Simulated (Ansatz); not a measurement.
`C[Si](N)(O)[SiH3]` → `N[SiH3]` + `C[Si]O`  (silylene formation by 1,1-elimination)

Program: Ansatz. Geometries: PBE0-D4/def2-TZVP. ΔE: electronic, gas phase. CCSD(T)/CBS adds triple-zeta CCSD(T) − MP2 to the extrapolated MP2 energy (def2 sets, frozen cores). This one scheme is used for every species. DFT in def2-TZVPP. B3LYP here is the variant with VWN-RPA as its local correlation; programs differ in this. One conformer a species, not always the lowest.

Q: Is it downhill or uphill in electronic energy at CCSD(T)/CBS, and by how much? (Estimate.)

A: The calculation gave: Uphill: ΔE = +2.08 eV.

Q: What do these levels give: PBE0-D4, B3LYP-D4, ωB97M-V, PBE0, B3LYP, HF/def2-TZVPP, SCS-MP2/def2-TZVPP, CCSD(T)/def2-TZVPP, MP2/def2-QZVPP, SCS-MP2/def2-QZVPP, MP2/CBS(def2), CCSD/CBS(def2)? (An estimate is asked.)

A: Ansatz gave: PBE0-D4 2.26, B3LYP-D4 2.03, ωB97M-V 1.97, PBE0 2.14, B3LYP 1.83, HF/def2-TZVPP 1.86, SCS-MP2/def2-TZVPP 2.00, CCSD(T)/def2-TZVPP 2.03, MP2/def2-QZVPP 2.15, SCS-MP2/def2-QZVPP 2.04, MP2/CBS(def2) 2.18, CCSD/CBS(def2) 2.05 eV.

Largest T1 diagnostic among the species: 0.014.

From PBE to PBE0 (25 % exact exchange), in def2-TZVPP and without D4, ΔE moves by +0.13 eV. In def2-TZVPP, CCSD(T) changes the Hartree–Fock value by +0.17 eV (the triples alone add +0.03 eV) and MP2 by +0.27 eV.
